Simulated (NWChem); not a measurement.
CH4F2OSi; SMILES O[Si@@H](F)CF

```xyz
9

O      1.5625    -0.4794     0.1941
Si     0.0336    -0.6206    -0.4020
F     -0.9278    -1.4436     0.5987
C     -0.6419     1.1495    -0.5370
F     -0.0481     1.8668     0.5279
H      1.6647     0.3112     0.7486
H      0.0823    -1.3594    -1.6807
H     -0.3531     1.6397    -1.4760
H     -1.7307     1.2254    -0.4349
```
Atoms are numbered in this order, from 1.

Program: NWChem. Structure relaxed at the B3LYP/6-31G* (spherical d) level. Total energies of different functionals are on different scales.

| level | energy (Ha) | highest occupied level (eV) | orbital gap (eV) | dipole (D) |
|---|---|---|---|---|
| PBE/def2-TZVP | -604.6996 | -7.40 | 6.45 | 1.91 |
| B3LYP/def2-TZVP | -605.1998 | -8.76 | 8.50 | 2.04 |
| CAM-B3LYP/def2-TZVP | -605.0969 | (withheld) | (withheld) | (withheld) |
| TPSSh/def2-TZVP | -605.1843 | -8.16 | 7.84 | 1.96 |
| LDA (Slater exchange, VWN5)/def2-TZVP | -601.8488 | -7.55 | 6.30 | 2.00 |

Question: Fill in the missing entries.

Answer: 
- CAM-B3LYP/def2-TZVP, highest occupied level (eV): -10.45
- CAM-B3LYP/def2-TZVP, orbital gap (eV): 11.44
- CAM-B3LYP/def2-TZVP, dipole (D): 2.11
